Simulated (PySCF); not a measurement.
GeH₃O₄, SMILES [O][Ge]([OH])([OH])[OH], multiplicity 2.

Coordinates come from a B3LYP-D3(BJ)/def2-SVP optimisation. The isomer is the one that the SMILES or the coordinates give; other isomers of the formula were not compared. Other conformers were not sampled.

Two levels are set side by side: PBE/def2-TZVP (PySCF) and B3LYP/def2-TZVP (PySCF). Same geometry, gas phase. Differences are taken from unrounded values.

```tsv
quantity	B3LYP
α-spin orbital gap (eV)	8.29
β-spin orbital gap (eV)	3.70
dipole moment (D)	1.42
mean polarisability (bohr³)	40.3
```

Task: What does PBE give, and how far is it from B3LYP? (Estimate from the structure and the level; the computed values follow.)

Result: 
| quantity | PBE | PBE minus B3LYP |
|---|---|---|
| α-spin orbital gap (eV) | 6.07 | -2.23 |
| β-spin orbital gap (eV) | 0.84 | -2.86 |
| dipole moment (D) | 1.68 | 0.26 |
| mean polarisability (bohr³) | 45.8 | 5.5 |

PBE's more diffuse valence density responds more strongly to a field. Differences between two approximate levels are no errors against the true value.

Rough cost on one machine, each run with all the roots and properties that it gave: B3LYP against PBE within a factor of 2.
